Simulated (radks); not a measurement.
The boron anion B- inside a hard spherical wall (all orbitals vanish at R), configuration held at [He] 2s2 2p2 and not refilled when levels cross. Method: non-relativistic Kohn-Sham, PBE, spin-polarised, spherical densities, point nucleus; open shells are filled with parallel spins first; computed with a radial shooting solver on a logarithmic mesh with Libxc functionals. Eigenvalues in eV for spin up, with the zero of energy where the potential of the charges vanishes at infinity; a dash marks a level that is unbound or too diffuse for the functional's potential to be trusted. A positive occupied level is held by the wall or, in an anion where self-interaction has pushed it up, behind a barrier. The pressure on the wall is -dE/dV.

R (bohr)  E (hartree)  kinetic (hartree)    e(1s)   e(2s)   e(2p)  e(3s, empty)  e(3p, empty)  pressure (GPa)
20          -24.63271             24.534  -173.75  -3.903   1.542         1.811         2.113         0.00192
10          -24.62276             24.548  -172.41  -2.801   2.563         4.551         5.970          0.0800
8           -24.61077             24.581  -171.52  -2.183   3.223         6.769         8.797           0.370
6           -24.56483             24.731  -169.23  -0.770   4.874        12.506        15.275            3.04
5           -24.48684             24.984  -166.49   0.897   6.863        19.361        22.316            11.5
4           -24.26333             25.640  -160.92   4.532  11.094        33.936        36.255            55.0
3.5         -24.00387             26.324  -156.10   8.069  15.027        47.684        48.731             134
3           -23.50530             27.515  -148.96  14.135  21.408        70.508        68.604             360
2           -20.12361             34.347  -120.64  49.927  53.593        192.67        166.87            4210
1.5         -13.75244             45.621  -90.346  113.81  100.92        382.82        309.79           22200
